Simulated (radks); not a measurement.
Spherical quantum dot in the effective-mass picture: electrons in a well V = -V0 / (1 + exp((r - R)/a)) with V0 = 18.9, R = 3.45, a = 0.34, with a point charge +1 (a donor) at the centre, all in effective atomic units (hartree* = m*/eps^2 hartree, bohr* = eps/m* bohr), one dielectric constant everywhere. Method: non-relativistic Kohn-Sham, PBEsol, spin-polarised, spherical densities; computed with a radial shooting solver with Libxc functionals. Levels are named by radial order and angular momentum (1s, 1p, 1d, 2s, ...), and open shells are averaged over m. Results are scaled to m* = 0.051 and eps = 9.9, for which hartree* = 14.16 meV and bohr* = 10.27 nm.

N = 4, configuration 1s2 1p(up 2, down 0). This is the lowest configuration that the search found. Occupied and some empty levels:

level,occupation,eigenvalue (meV),<r> (nm)
1s up,1,-244.40,13.69
1s down,1,-243.16,13.27
1p up,2,-234.40,18.12
1p down,0,-232.63,18.06
1d up,0,-224.00,20.24
2s up,0,-223.92,15.95
2s down,0,-222.87,16.24
1d down,0,-222.16,20.29
1f up,0,-212.02,21.78
1f down,0,-210.24,21.87

Energy (meV): total -1015.49, kinetic 44.170, external -1103.5, Hartree 65.730, exchange-correlation -21.842.
